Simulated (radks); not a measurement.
Fractional charge and spin in the 2p shell of aluminium: the spin-up occupation runs from 2 to 3 and the spin-down occupation from 2 to 3; the fullest corner is Al2+, [He] 2s2 3s(up 0.5, down 0.5) 2p(up 3, down 3). All-electron calculation, scalar-relativistic Kohn-Sham, LDA (Slater exchange, Perdew-Wang correlation), spin-polarised, spherical densities, finite nucleus; Fermi nuclear charge, rms radius of each element as measured or else 0.836 A^(1/3) + 0.57 fm. Program: a radial shooting solver on a logarithmic mesh with Libxc functionals. Energy (eV) above the fullest corner. The planes named below are the two flat planes that join the four corners, with an edge along up + down = one added electron.

down \ up        2      2.5        3
2          246.796  171.902  105.575
2.5        171.902  106.341   48.928
3          105.575   48.928    0.000

Corners above the fullest one (they belong to Al3+ and the next ion): (up 3, down 2) 105.57 eV, (up 2, down 3) 105.57 eV, (up 2, down 2) 246.80 eV. With half an added electron in each spin the energy lies 0.766 eV from the planes, and with half an added electron in spin up alone -4.283 eV. The planes are only a guide here: the flat-plane condition holds for ground states with one frontier orbital, while this shell lies below other occupied shells, so the corners above the fullest one are inner-hole states and not the ground states of those ions.
